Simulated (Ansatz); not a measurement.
Ansatz (a program for electronic structure) input:

Ansatz 0.2 input:
```yaml
crystal:
  periodic: [false, false, false]
  atoms:
    - {symbol: Se, position_ang: [0.02874849, -0.02298349, 0.37505081]}
    - {symbol: F, position_ang: [0.60122254, 1.12803781, -0.69220991]}
    - {symbol: F, position_ang: [-0.70982796, -1.04121128, -0.72464871]}
basis:
  gaussian:
    orbitals: def2-TZVPD
hamiltonian:
  xc: {name: B97M-V}
total_charge: 1
magnetization: {spin_polarized: true, initial_magnetization: 1}
output: {forces: true}
```

Problem. Which total energy does the run end on?

Solution. -2600.42996 Eh (B97M-V/def2-TZVPD). The basis has 137 functions.
